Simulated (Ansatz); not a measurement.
Z-matrix (Å, degrees):
```
P
In 1 2.503
O 1 1.670 2 100.9
H 1 1.430 2 92.3 3 -100.8
H 2 1.728 1 117.4 3 162.2
H 2 1.723 1 120.5 3 -21.9
H 3 0.960 1 109.0 2 153.3
```

The species carries charge 0 and has multiplicity 1. In: def2 effective core potential.

Question: List the r2SCAN/def2-TZVPP orbital energies in eV (Ansatz 0.2.0). (Best estimate.)

Answer: Ansatz gave: Occupied: -2089.08, -516.24, -176.38, -125.92, -125.82, -125.76, -125.50, -82.23, -81.91, -81.88, -26.89, -19.51, -19.32, -19.28, -19.25, -19.23, -15.94, -12.34, -10.82, -10.28, -9.02, -7.35, -6.90, -5.67. Lowest empty: -2.25, -1.01, -0.49, 0.80, 1.02, 1.91, 2.48, 2.52.
